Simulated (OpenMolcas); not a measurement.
CH2FNSi (SMILES FC1=N[SiH2]1): the HOMO–LUMO gap, rung by rung

CH2FNSi has 6 atoms, charge 0, and is taken as a singlet. SMILES: `FC1=N[SiH2]1`. Geometry: relaxed at PBE0-D4/def2-TZVP.

Quantity: the HOMO–LUMO gap, in eV. The values are calculated.

| level | kind | program | value (eV) |
| --- | --- | --- | --- |
| SVWN5/6-311+G** | LDA | OpenMolcas | 4.33 |
| BLYP/6-311+G** | GGA | OpenMolcas | 4.33 |
| revPBE/6-311+G** | GGA | OpenMolcas | 4.35 |
| M06-L/6-311+G** | meta-GGA | OpenMolcas | 4.87 |
| TPSS/6-311+G** | meta-GGA | OpenMolcas | 4.55 |
| BHLYP/6-311+G** | global hybrid | OpenMolcas | 8.35 |
| M06-2X/6-311+G** | hybrid meta-GGA | OpenMolcas | 8.25 |
| PBE0/6-311+G** | global hybrid | OpenMolcas | 6.40 |

The values span 4.33 to 8.35 eV. Orbital gaps aren't excitation energies; they tend to grow with the share of exact exchange.
